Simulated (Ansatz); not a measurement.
`N=C[SiH2][GaH2]`. Total charge 0; spin multiplicity 1. The structure was optimised at the PBE0-D4/def2-TZVP level. It is one conformer, not always the lowest.

```xyz
10

N    -1.083   -0.230   -0.609
C    -0.598   -1.042    0.253
Si    1.041   -0.276    0.905
Ga    0.288    1.405   -0.703
H    -1.962   -0.488   -1.058
H    -1.125   -1.973    0.485
H     2.119   -1.280    0.656
H     0.911   -0.167    2.388
H     0.899    1.387   -2.152
H    -0.489    2.662   -0.165
```

Q: What is the dipole moment at ωB97M-V/def2-TZVPP? (Best estimate.)

A: Computed: 3.48 D, with components (-2.14, -2.73, 0.26) D in this frame, pointing from negative to positive charge.

Q: And with PBE, r2SCAN, B3LYP? (Best estimate.)

A: Ansatz gave: PBE 3.41 D, r2SCAN 3.51 D, B3LYP 3.45 D.

Q: Give the Mulliken charges with ωB97M-V, B3LYP, r2SCAN in def2-TZVPP. (Estimate.)

A: Ansatz gave: 
```json
{"atom": "N1", "ωB97M-V": "-0.18", "B3LYP": "-0.17", "r2SCAN": "-0.20"}
{"atom": "C2", "ωB97M-V": "-0.04", "B3LYP": "-0.06", "r2SCAN": "0.01"}
{"atom": "Si3", "ωB97M-V": "0.04", "B3LYP": "0.14", "r2SCAN": "0.12"}
{"atom": "Ga4", "ωB97M-V": "0.10", "B3LYP": "0.12", "r2SCAN": "0.16"}
{"atom": "H5", "ωB97M-V": "0.13", "B3LYP": "0.15", "r2SCAN": "0.16"}
{"atom": "H6", "ωB97M-V": "0.11", "B3LYP": "0.10", "r2SCAN": "0.07"}
{"atom": "H7", "ωB97M-V": "-0.02", "B3LYP": "-0.06", "r2SCAN": "-0.07"}
{"atom": "H8", "ωB97M-V": "-0.02", "B3LYP": "-0.06", "r2SCAN": "-0.07"}
{"atom": "H9", "ωB97M-V": "-0.06", "B3LYP": "-0.08", "r2SCAN": "-0.09"}
{"atom": "H10", "ωB97M-V": "-0.06", "B3LYP": "-0.08", "r2SCAN": "-0.09"}
```

B3LYP here is the variant with VWN-RPA as its local correlation; programs differ in this.
